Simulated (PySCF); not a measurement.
Molecule: SMILES C=Nc1ccsc1[S-], [C₅H₄NS₂]-.

Geometry (Å), atoms numbered from 1 in this order:
```xyz
12

C     2.372    0.126    0.142
N     1.359   -0.286   -0.505
C     0.054   -0.079   -0.159
C    -0.943   -0.627   -1.020
C    -2.211   -0.392   -0.631
S    -2.271    0.534    0.840
C    -0.490    0.605    0.934
S     0.236    1.409    2.207
H     2.358    0.702    1.062
H     3.346   -0.122   -0.268
H    -0.675   -1.182   -1.904
H    -3.134   -0.689   -1.092
```

Total charge -1.

Frames of a GFN2-xTB Langevin trajectory at 300 K; GIAO PBE0/pcSseg-1 shieldings in PySCF 2.14, gas phase, non-relativistic; equivalent atoms averaged within each frame.

Chemical shifts δ = σref − σ; ¹³C (σref 186.93), ¹H (σref 31.72) vs TMS; NH3 for ¹⁵N (σref 267.73); CS2 for ³³S (σref 503.73), all at this level. The references are static minima.

**Question.** How do the shifts (ppm) fluctuate along the trajectory?

**Answer.** 
```csv
time (fs),C7,C1,C3,C4,C5,N2,S6,S8,H9,H10
250,176.2,144.5,142.4,137.2,111.2,401.9,235,114,9.65,7.65
425,176.7,138.7,141.2,145.8,114.9,388.4,255,131,8.51,6.30
625,180.1,139.0,136.6,137.6,102.6,380.2,251,142,10.64,6.64
800,185.5,141.4,152.3,135.0,116.7,388.3,249,165,9.64,6.78
1000,204.8,130.1,147.7,140.7,108.5,346.6,314,234,8.94,7.33
mean of frames,184.7,138.7,144.1,139.3,110.8,381.1,261,157,9.48,6.94
standard deviation,11.8,5.3,6.1,4.2,5.6,20.8,31,47,0.81,0.54
```

5 frames give an uncertainty of the mean of about the standard deviation over 2.2 at best, since frames this close in time may not be independent; classical motion lacks zero-point vibration, and the reference would need the same averaging.
